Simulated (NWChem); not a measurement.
System: AlSiNH6O5; SMILES [OH][Al]([OH])[NH][Si](O)(O)O

```xyz
14

Si     0.0125     1.2672     0.0543
O      1.5505     0.7668    -0.4326
O     -0.5876     2.2076    -1.1906
O      0.0191     2.3165     1.3619
N     -0.7943    -0.2125     0.3909
Al    -0.1990    -1.8632    -0.0447
O     -1.2904    -3.1577     0.2252
O      1.3869    -2.0779    -0.6608
H      1.9608     1.4051    -1.0429
H     -0.9630     3.0502    -0.8818
H      0.1666     1.8742     2.2156
H     -1.7376    -0.1291     0.7837
H     -1.0400    -4.0710     0.0179
H      1.8341    -1.2064    -0.7193
```
Atoms are numbered in this order, from 1.

Program: NWChem. The geometry was optimised at PBE-D3(BJ)/def2-SVP. Not confirmed as a minimum by frequencies. B3LYP is NWChem's, with the RPA form of VWN correlation. Atomic charges in e: unrestrained fits to the electrostatic potential beside Mulliken populations; buried atoms are poorly determined by the fit.

Question: Estimate the computed values for B3LYP/def2-SVP. Quantities: ESP Si1; Mulliken Si1; ESP O2; Mulliken O2; ESP O3; Mulliken O3; ESP O4; Mulliken O4; ESP N5; Mulliken N5; relative RMS misfit of the potential (%).

Answer: 
* **ESP Si1**: 1.31
* **Mulliken Si1**: 0.83
* **ESP O2**: -0.77
* **Mulliken O2**: -0.43
* **ESP O3**: -0.75
* **Mulliken O3**: -0.41
* **ESP O4**: -0.76
* **Mulliken O4**: -0.41
* **ESP N5**: -1.04
* **Mulliken N5**: -0.59
* **relative RMS misfit of the potential (%)**: 16
